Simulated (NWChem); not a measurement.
Molecule: AgH3O; SMILES [OH2]->[AgH]

```xyz
5

Ag     0.0106    -0.3449    -0.0006
H      0.0177    -1.9472    -0.0051
O      0.0007     1.8970     0.0007
H     -0.7830     2.4736    -0.0014
H      0.7807     2.4786    -0.0010
```
Atoms are numbered in this order, from 1.

This is a stationary point of PBE-D3(BJ)/def2-SVP with def2 effective core potentials on Ag (NWChem), point group C2v. def2 effective core potentials on Ag; no spin-orbit coupling.

Q: Is it a minimum? If not, what does it relax to?

A: No. It has an imaginary frequency of 326i cm⁻¹. Following that mode (on a finer grid) lowers the energy by 1.2 kcal/mol and ends, with real frequencies alone, at point group Cs:
```xyz
5

Ag     0.0013    -0.2967    -0.0546
H      0.0081    -1.8932     0.0580
O     -0.0083     1.9644    -0.1531
H     -0.7810     2.3040     0.3393
H      0.7618     2.3105     0.3390
```
